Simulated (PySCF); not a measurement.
C7H4Cl3F3Si, SMILES Cl[Si](c1cccc(C(F)(F)F)c1)(Cl)Cl at its GFN2-xTB optimised geometry (Å):

```
18

F     -1.5070    -2.7849     0.7629
C     -2.0850    -1.8657    -0.0263
F     -3.3625    -1.7725     0.3683
F     -2.1110    -2.3988    -1.2635
C     -1.3624    -0.5474     0.0000
C     -2.0747     0.6432    -0.0078
C     -1.3802     1.8404    -0.0089
C      0.0026     1.8432    -0.0049
C      0.7290     0.6522     0.0000
Si     2.6268     0.6925     0.0087
Cl     3.3625    -1.1827     0.0444
Cl     3.2433     1.7045     1.6449
Cl     3.2652     1.6502    -1.6513
C      0.0251    -0.5474     0.0000
H     -3.1537     0.6297    -0.0083
H     -1.9221     2.7733    -0.0128
H      0.5308     2.7849    -0.0052
H      0.5537    -1.4883     0.0053
```

Level of theory: PBE/def2-SVP (PySCF).

Map of the log10 of the electron density (e/bohr³), floored at −4 on the plane z = 1.2 Å:

```
|                         |
|                         |
|                         |
|                         |
|       .:....:.. .:::.   |
|      .--------::-=+=-:  |
|     .:-======--=+***+=: |
|     .-=++++++=-+*%%%*+- |
|    .:-=++++++==+#%@%#+-.|
|    :-=++++++++++#%@%#+-.|
|   .-==+++==+++++*#%#*=- |
|   .-==+++==+++++****+-. |
|   .:-=++++++++==++++=-. |
|   .---=++++++===++*++-: |
|  .-++==++++++=--+***+=: |
|  :+**++++====---+***+=: |
|  -+##*+**+=---:-=+*++-. |
|  :=**+*%%#+-::.:-===-:  |
|  .-==+#@@%+-.   .::::   |
|    ::=*%%#+:            |
|      :=**+-             |
|       :--:.             |
|                         |
|                         |
|                         |
```
Scale: ten equal steps from -4.00 (start of ' ') to -0.183 (end of '@'), in the order ' .:-=+*#%@'; x runs from -5.50 to 5.50, y from -5.50 (bottom) to 5.50 (top).
